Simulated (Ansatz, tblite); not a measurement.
Removing and adding an electron: BiH2Me (CH5Bi). The state is a singlet with charge 0. Geometry: PBE-D4/def2-TZVP. Ansatz, gas phase; energy differences of separate SCF runs; the oxidised species was run as a doublet alone; the reduced species was run as a doublet alone.

Cartesian coordinates in Å:
```
Bi -1.475 0.119 0.043
H -1.336 -1.471 0.900
H -1.122 0.981 1.596
C 0.731 0.094 -0.559
H 0.859 -0.648 -1.355
H 1.347 -0.166 0.306
H 0.996 1.090 -0.931
```

In the def2 sets Bi takes a core potential; there is no spin–orbit coupling. The xTB rows come from tblite. Correlated methods freeze 5 core orbitals; core or outer-core shells of Bi are correlated, in sets that lack core-valence functions. In CCSD on the charge 1 doublet the largest single amplitude is 0.19, so its Hartree–Fock determinant may place the open shell otherwise than the density functionals do.

```csv
level,−HOMO (eV),vertical IE (eV),−LUMO (eV),vertical EA (eV),HOMO–LUMO gap (eV),IE − EA (eV),remarks
GFN1-xTB,10.51,13.90,3.51,0.23,7.00,13.67,–
GFN2-xTB,10.32,13.62,3.40,0.08,6.92,13.53,–
HF/def2-TZVPD,–,–,–,-1.48,–,–,HOMO above zero (-1 doublet)
HF/def2-TZVPP,–,8.38,–,–,–,–,–
PBE-D4/def2-TZVP,6.23,9.27,1.03,–,5.19,–,–
PBE-D4/def2-TZVPD,6.24,–,1.17,-0.71,5.06,–,HOMO above zero (-1 doublet)
r2SCAN-D4/def2-TZVP,6.46,9.29,0.72,–,5.74,–,–
r2SCAN-D4/def2-TZVPD,6.46,–,0.81,-0.81,5.65,–,HOMO above zero (-1 doublet)
PBE0-D4/def2-TZVP,7.22,9.33,0.31,–,6.91,–,–
PBE0-D4/def2-TZVPD,7.22,–,0.49,-0.81,6.73,–,HOMO above zero (-1 doublet)
MP2/def2-TZVPD,–,–,–,-0.90,–,–,HOMO above zero (-1 doublet)
MP2/def2-TZVPP,–,9.59,–,–,–,–,–
CCSD/def2-TZVPD,–,–,–,-0.98,–,–,HOMO above zero (-1 doublet)
CCSD/def2-TZVPP,–,9.34,–,–,–,–,–
CCSD(T)/def2-TZVPD,–,–,–,-0.92,–,–,HOMO above zero (-1 doublet)
CCSD(T)/def2-TZVPP,–,9.39,–,–,–,–,–
```

   A HOMO above zero means that the electron is unbound at that level or that self-interaction error raises the level; the energy of removing that electron tells which. Raw xTB energy differences between charge states are shifted by several eV; the methods need an empirical correction for them. A negative affinity means that the extra electron isn't bound; its size then hangs on the basis.
